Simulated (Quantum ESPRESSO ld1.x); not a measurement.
The numbers below are computed, except where a source is named.
A nucleus of charge 71.5 with 70 electrons, 70 electrons, occupied as [Xe] 4f14 5d2. Level of theory: Dirac Kohn-Sham, BLYP, spin-unpolarised, spherical densities, point nucleus; open shells fill j = l - 1/2 first (ld1.x of Quantum ESPRESSO 7.5).

Spin-orbit splittings of the eigenvalues, e(l+1/2) - e(l-1/2), with zeta = 2 splitting/(2l+1) and mean radii in bohr:

| shell | occ. | splitting (eV) | zeta (eV) | <r> j=l-1/2 | <r> j=l+1/2 |
|---|---|---|---|---|---|
| 2p | 6 | 1155 | 769.8 | 0.06675 | 0.07442 |
| 3p | 6 | 246.9 | 164.6 | 0.2000 | 0.2143 |
| 3d | 10 | 53.87 | 21.55 | 0.1881 | 0.1925 |
| 4p | 6 | 56.37 | 37.58 | 0.4797 | 0.5125 |
| 4d | 10 | 10.31 | 4.122 | 0.5346 | 0.5462 |
| 4f | 14 | 1.631 | 0.4661 | 0.6928 | 0.7072 |
| 5p | 6 | 7.284 | 4.856 | 1.294 | 1.407 |
| 5d | 2 | 0.4482 | 0.1793 | 2.312 | 2.391 |
